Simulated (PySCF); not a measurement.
Species: 2-ethylbutanenitrile, C6H11N.
Atom-mapped SMILES: `[CH3:1][CH2:2][CH:3]([C:4]#[N:5])[CH2:6][CH3:7]` (hydrogens: H8, H9, H10 on C1; H11, H12 on C2; H13 on C3; H14, H15 on C6; H16, H17, H18 on C7)

Structure used (PBE0-D3(BJ)/def2-SVP), in Å, numbered top down from 1:
```xyz
18
C6H11N angstrom
C     -2.585    0.127    0.455
C     -1.385   -0.140   -0.436
C     -0.032    0.004    0.275
C      0.125    1.357    0.816
N      0.250    2.433    1.225
C      1.152   -0.357   -0.632
C      2.502   -0.313    0.063
H     -2.611   -0.567    1.310
H     -3.525    0.005   -0.103
H     -2.565    1.152    0.857
H     -1.397    0.538   -1.306
H     -1.432   -1.165   -0.841
H     -0.023   -0.676    1.148
H      0.962   -1.369   -1.028
H      1.147    0.322   -1.501
H      2.719    0.693    0.453
H      3.311   -0.584   -0.631
H      2.539   -1.016    0.911
```

Computed with PySCF at wB97X-D/def2-SVPD, non-relativistic, on one gas-phase PBE0-D3(BJ)/def2-SVP geometry that isn't relaxed in the solvent. The solvent is an IEF-PCM continuum (van der Waals radii × 1.2). The model holds no explicit solvent molecules, cavitation or dispersion.

Gas phase at wB97X-D/def2-SVPD: HOMO -11.05 eV, LUMO 2.00 eV, dipole 4.11 D.

Q: What does the continuum do to the energy, the frontier levels and the dipole at wB97X-D/def2-SVPD in chloroform and water?

A: 
```
   solvent      ε  E(solvent) − E(gas) (kcal/mol)  polarisation term (kcal/mol)  distortion of the solute (kcal/mol)  HOMO (eV)  LUMO (eV)  dipole (D)
chloroform  4.711                           -4.58                         -5.40                                 0.82     -11.05       2.18        5.10
     water  78.36                           -6.48                         -8.19                                 1.71     -11.04       2.22        5.56
```

The polarisation term is half the interaction of the solute with the surface charges that it induces; the rest is the cost of distorting the solute's density. The sum is the electrostatic part of solvation alone. The atom shares or the degeneracy of the HOMO differ from the gas phase in chloroform and water, so that column needn't follow one orbital. The atom shares or the degeneracy of the LUMO differ from the gas phase in water, so that column needn't follow one orbital. From chloroform to water the lowering changes by a factor 1.41, Onsager's factor (ε − 1)/(2ε + 1) by 1.38 and ε itself by 16.6.

Q: Which radius a makes the point-dipole formula ΔE = −[(ε − 1)/(2ε + 1)]·μ²/a³ give the value in water, with the gas-phase dipole?

A: μ = 1.615 au and |ΔE| = 0.01033 Eh give a = 2.64 Å; the farthest nucleus lies 3.48 Å from the centroid of the nuclei, so such a sphere wouldn't even hold the nuclei. The formula assumes a rigid point dipole at the centre of a sphere.

Q: Give the dipole vector in the frame of the coordinates (D, pointing from negative to positive charge), gas and water.

A: Gas (-0.45, -3.73, -1.65), solvent (-0.61, -5.09, -2.17). Its length changes by +36 % and its direction by less than 1°.

Q: How does the static polarisability (wB97X-D/def2-SVPD, frozen core, with the continuum's full static response) change?

A: 
```csv
medium,isotropic (au),principal values (au),⟨r²⟩ of the electrons (bohr²)
gas,76.3,"64.9, 81.3, 82.7",955.5
chloroform,93.6,"81.8, 96.4, 102.7",956.3
water,103.1,"92.8, 102.2, 114.3",956.7
```

The isotropic value in water is 1.35 times the gas-phase one; no cavity-field correction is applied. ⟨r²⟩ is taken about the centre of nuclear charge.

Note: wB97X-D ran without an empirical dispersion term, which enters the total energy and its gradient alone.
